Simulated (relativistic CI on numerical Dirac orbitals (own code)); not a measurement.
B2+: calculation against measurement

Computed by Dirac-Coulomb-Breit CI, KLI orbitals optimised for each configuration, model QED, valence Slater integrals scaled by 0.85, P86 correlation energy added to each configuration (own radial code, finite nucleus).

CI space (outside the closed core 1s2): 2s, 2p, 3s, 3p, 3d, 4s, 4p, 4f, 4d, 5s, 5p, 5g, 5f, 5d, 6s, 6p, 6d. Levels of other configurations are missing.

```csv
Configuration,Term (tabulated),J,Measured (cm⁻¹),Computed,Error,Purity (%)
2s,2S,1/2,0.0,0,0,100
2p,2P°,1/2,48358.5,49663,1305,100
2p,2P°,3/2,48392.6,49694,1301,100
3s,2S,1/2,180201.8,180590,388,100
3p,2P°,1/2,192949.2,193537,588,100
3p,2P°,3/2,192959.4,193545,586,100
3d,2D,5/2,196071.2,195038,-1033,100
4s,2S,1/2,237695.5,238241,545,100
4d,2D,5/2,244138.9,244296,157,100
5s,2S,1/2,263156.2,264025,868,100
5p,2P°,3/2,265719.7,266677,958,100
6d,2D,5/2,278473.7,279647,1174,100
```

Measured levels from Moore, Atomic Energy Levels, vol. I, NSRDS-NBS 35 (1971 reprint of NBS Circular 467, 1949); pairs were made by configuration, J and term (by order where the table uses no LS term), so strongly mixed levels may be paired wrongly. The analysis dates from before 1960.

Mean error by configuration (cm⁻¹): 2p 1303; 3s 388; 3p 587; 3d -1033; 4s 545; 4d 157; 5s 868; 5p 958; 6d 1174. Over the excited levels the mean absolute error is 809 cm⁻¹ (11 of the 11 excited levels that our extract of the source holds in range could be paired), and the median relative error of those above 1,000 cm⁻¹ is 0.33 %.
